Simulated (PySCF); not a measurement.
A made-up structure of BH₃Te, closed shell:

B1  (-0.230, -0.434, 0.321)
Te2  (1.294, 0.426, -0.232)
H3  (-1.439, -0.146, 0.002)
H4  (0.192, -1.208, 0.960)
H5  (0.184, 1.361, -1.051)
(Å)

It is relaxed with PBE-D4/def2-SVP and then PBE0-D4/def2-TZVP (PySCF 2.14 with density fitting (its default auxiliary sets; JK sets also for MP2 and CCSD(T))). Atoms count as bonded within 1.22 times the sum of their covalent radii (H–H: 0.88 Å). The end point is not checked to be a true minimum.

(1) Does its bonding change? (Judge from chemistry; the calculation decides.)

Results:

(1) Computed: No: no bond forms or breaks.

Where it ends: The first stage lowers the energy by 1.70 eV in 12 steps. It ends as BH₃Te ([BH2][TeH]):
B1  (-0.219, -0.555, 0.415)
Te2  (1.228, 0.705, -0.436)
H3  (-1.374, -0.391, 0.185)
H4  (0.189, -1.422, 1.123)
H5  (0.163, 1.662, -1.273)
(Å)

Labels in which every atom is bracketed show which atoms are joined, not bond orders.

For scale, one of the runs: PBE0-D4/def2-TZVP relaxation, 99 basis functions, launched by `OMP_NUM_THREADS=2 python run.py`. Time: 19 s of wall clock on 2 CPU threads of an AMD EPYC 7B13; the host was shared. Peak host memory: 0.96 GiB.
